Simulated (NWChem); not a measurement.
System: CdH2SO; SMILES [Cd]([OH])[SH]

The following NWChem deck was run.

```
start job
memory heap 200 mb stack 900 mb global 1100 mb
geometry units angstroms
  Cd     0.256722    -0.192780     0.223693
  O      1.110411    -1.368100    -1.064286
  H      1.784119    -1.975811    -0.748306
  S     -1.459393     1.361786    -0.259724
  H     -1.614350     1.870337     0.957052
end
basis spherical
  * library def2-svp
end
ecp
  Cd library def2-ecp
end
dft
  xc pbe0
  iterations 150
end
driver
  maxiter 120
end
task dft optimize
dft
  grid fine
  convergence energy 1d-8 density 1d-7
end
task dft freq numerical
```

def2 effective core potentials on Cd; no spin-orbit coupling.

The level has its own optimisation; frequencies are unscaled.

### Question
What results follow from this input? (PBE0/def2-SVP with def2 effective core potentials on Cd.) Quantities: r Cd–O (Å); r Cd–S (Å); r H–O (Å); r H–S (Å); highest harmonic frequency (cm⁻¹); lowest (cm⁻¹); zero-point energy (kcal/mol).

### Answer
| Property | Result |
|---|---|
| r Cd–O (Å) | 1.968 |
| r Cd–S (Å) | 2.332 |
| r H–O (Å) | 0.964 |
| r H–S (Å) | 1.352 |
| highest harmonic frequency (cm⁻¹) | 3889 |
| lowest (cm⁻¹) | 112 |
| zero-point energy (kcal/mol) | 13.4 |
